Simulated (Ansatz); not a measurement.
Members of the series Al-XY, Y = amino; each row names its spin state. Gas-phase values, no solvent. One relaxed conformer stands for each flexible species; it need not be the lowest. Strings in code marks are SMILES.

Quantity: adiabatic spin-state energy, in kcal/mol. The DFT solution of `[NH2][Al-][AlH2]` is unstable or spin-contaminated; the geometry comes from it.

A: `[NH2][AlH-]`: multiplicity 3 minus multiplicity 1
B: `[NH2][Al-][AlH2]`: multiplicity 3 minus multiplicity 1
C: `[NH2][Al-][CH]=O`: multiplicity 3 minus multiplicity 1
D: `[NH2][Al-][NH2]`: multiplicity 3 minus multiplicity 1
E: `[NH2][Al-][SH]`: multiplicity 3 minus multiplicity 1

Problem. Rank these by adiabatic spin-state energy (lowest first), as BLYP/aug-cc-pVTZ // PBE0-D3(BJ)/def2-TZVPD (Ansatz, a program for electronic structure) gives it.

Solution. B (9.50 kcal/mol), C (17.8 kcal/mol), A (24.7 kcal/mol), D (34.5 kcal/mol), E (38.0 kcal/mol)
